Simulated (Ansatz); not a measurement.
A relaxation, step by step

SiNH₇ClF, closed shell, PBE0-D4/def2-TZVP (Ansatz 0.2.0). Settings:

```yaml
hamiltonian: {xc: pbe0, dispersion: d4}
relax: {f_tol: 0.005, max_steps: 200}
```

Start, a step off a saddle point along its unstable mode:

| atom | x (Å) | y (Å) | z (Å) |
| --- | --- | --- | --- |
| Si1 | 0.0039 | 1.5342 | -0.6486 |
| H2 | -0.5809 | -0.2368 | -0.7390 |
| H3 | 0.9667 | 1.1947 | -1.7236 |
| H4 | 0.0694 | 2.9684 | -0.3247 |
| Cl5 | -1.9300 | 1.6273 | -1.5100 |
| H6 | 0.8430 | -1.1149 | 1.5133 |
| F7 | 0.5466 | 1.0305 | 0.7793 |
| H8 | -0.3393 | -0.6671 | -0.1949 |
| N9 | 0.2467 | -1.7096 | 0.9032 |
| H10 | -0.5508 | -2.1418 | 1.4282 |
| H11 | 0.7247 | -2.4849 | 0.5168 |

```
               step  energy less the last (meV)  largest force component (eV/Å)
                  1                      1276.4                           1.978
                  3                       540.3                           1.037
                  5                       215.2                           1.268
                  7                       109.7                           0.128
 9 (rejected trial)                        99.7                           0.621
                 11                        87.1                           0.178
                 13                        79.8                           0.199
                 15                        74.3                           0.203
                 17                        72.4                           0.110
19 (rejected trial)                        71.4                           0.548
                 21                        50.1                           0.140
                 23                        43.6                           0.654
                 25                        15.0                           0.110
                 27                         6.0                           0.112
                 29                         2.6                           0.108
                 31                         0.7                           0.063
                 33                         0.1                           0.023
                 35                         0.0                           0.013
                 37                         0.0                           0.004
```

Step 5, positions (Å) and forces (eV/Å):

```
atom       x       y       z      Fx      Fy      Fz
 Si1   0.001   1.999  -0.668  -0.060  -0.512   1.268
  H2  -0.675  -0.614  -1.305   0.064  -0.190   0.120
  H3   0.849   1.315  -1.634   0.171  -0.145  -0.209
  H4   0.373   3.400  -0.468   0.055   0.244   0.016
 Cl5  -1.943   1.938  -1.255  -0.057   0.066  -0.012
  H6   0.869  -1.292   1.554  -0.018  -0.033  -0.023
  F7   0.156   1.277   0.785  -0.102   0.514  -1.015
  H8  -0.403  -0.970  -0.687  -0.136   0.097  -0.309
  N9   0.313  -1.993   1.079   0.193   0.053  -0.038
 H10  -0.437  -2.261   1.697  -0.064  -0.104   0.091
 H11   0.898  -2.800   0.902  -0.045   0.010   0.112
```

Step 13, positions (Å) and forces (eV/Å):

```csv
atom,x,y,z,Fx,Fy,Fz
Si1,0.098,2.045,-0.470,0.001,0.050,0.000
H2,-0.951,-1.193,-1.889,0.034,-0.031,0.057
H3,0.802,1.284,-1.519,-0.023,-0.002,0.023
H4,0.580,3.433,-0.319,-0.002,-0.029,-0.010
Cl5,-1.895,2.094,-0.875,0.027,-0.019,0.003
H6,0.503,-0.933,1.344,-0.017,-0.199,-0.046
F7,0.320,1.310,0.929,0.002,-0.002,-0.010
H8,-0.602,-1.462,-1.279,-0.033,0.027,-0.056
N9,0.368,-1.907,1.078,0.071,0.109,0.140
H10,-0.417,-2.252,1.622,0.108,0.009,-0.060
H11,1.193,-2.419,1.379,-0.167,0.086,-0.041
```

Step 17, positions (Å) and forces (eV/Å):

```csv
atom,x,y,z,Fx,Fy,Fz
Si1,0.119,2.010,-0.410,-0.046,-0.014,-0.023
H2,-0.974,-1.309,-1.964,0.009,-0.012,-0.012
H3,0.785,1.112,-1.362,0.035,-0.018,-0.075
H4,0.633,3.393,-0.421,0.005,0.004,-0.004
Cl5,-1.877,2.056,-0.801,0.010,0.000,0.009
H6,0.428,-0.862,1.487,-0.044,-0.076,0.036
F7,0.343,1.424,1.054,0.002,0.014,0.110
H8,-0.600,-1.494,-1.341,-0.016,0.015,0.009
N9,0.337,-1.770,1.047,-0.054,0.007,-0.106
H10,-0.393,-2.287,1.520,-0.003,0.093,0.030
H11,1.200,-2.274,1.190,0.102,-0.014,0.026
```

Last step (37):

```csv
atom,x (Å),y (Å),z (Å)
Si1,0.2304,1.6968,-0.1563
H2,-0.7694,-1.8267,-2.2845
H3,0.9063,0.7423,-1.0465
H4,0.3704,3.0875,-0.6417
Cl5,-1.7797,1.3399,-0.0619
H6,0.4606,-0.8212,1.8959
F7,0.8632,1.6944,1.3065
H8,-0.5937,-1.3863,-1.7069
N9,0.2042,-1.1282,0.9654
H10,-0.7273,-1.5212,1.0219
H11,0.8351,-1.8773,0.7081
```

Hardware: 4 CPU threads of an Arm Neoverse V2, shared host. Wall time about 93 s.
